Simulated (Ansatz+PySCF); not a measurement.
The numbers below are computed, except where a source is named.
Several solutions for singlet H6

```xyz
6

H     1.5000    0.0000    0.0000
H     0.7500    1.2990    0.0000
H    -0.7500    1.2990    0.0000
H    -1.5000    0.0000    0.0000
H    -0.7500   -1.2990    0.0000
H     0.7500   -1.2990    0.0000
```

Basis set: cc-pVDZ (spherical functions). Charge 0, multiplicity 1.

CASSCF(2,2) was run from several starts with Ansatz (development build ahead of 0.2.0) and PySCF 2.14.0. The starts are those of the Hartree–Fock orbitals from which the active space was taken at the frontier.

```
run  program                        start  converged  energy (hartree)  <S²>
  A   Ansatz      stability test followed        yes          -3.07844  0.00
  B   Ansatz  search for the lowest state        yes          -3.07844  0.00
  C   Ansatz      atomic start, no search        yes          -3.07844  0.00
  D    PySCF             program defaults        yes          -3.07442  0.00
```

Question: Which runs reached the lowest solution of this kind, and what is wrong with the others?

Answer: A, B, C reached the lowest solution found. Converged but too high: D by 0.11 eV. Convergence only shows a stationary point; in CASSCF the end hangs on which orbitals enter the active space. Caution: other starts end on other solutions of this active space.
